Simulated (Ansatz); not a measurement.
Species: CaOFH, charge 0, singlet. CaOFH (SMILES [OH][Ca][F]).
B3LYP-D3(BJ)/def2-TZVP minimum from Ansatz (a first-principles code):
```
Ca
F 1 2.0222
O 1 2.0254 2 156.59
H 3 0.9553 1 173.81 2 0.00
```
Charge 0, spin multiplicity 1.

Total energies in def2-TZVPP, 16 correlated electrons, 11 frozen orbitals. UHF or UKS for unpaired electrons; spin-orbit terms are left out. Correlated methods leave the cores frozen (noble-gas shells, and filled d and f shells in the p block). No relativity.

| method | program | energy (Eh) | minus CCSDT(Q) (mEh) |
|---|---|---|---|
| HF | Ansatz | -851.84082 | 557.97 |
| MP2 | Ansatz | -852.38508 | 13.71 |
| CCSD | Ansatz | -852.38190 | 16.88 |
| CCSD(T) | Ansatz | -852.39787 | 0.92 |
| CCSDT(Q) | Ansatz | -852.39878 | 0.00 |

Rough core times of Ansatz's runs on a shared machine: CCSD(T) under 20 s, CCSDT(Q) 20 min.
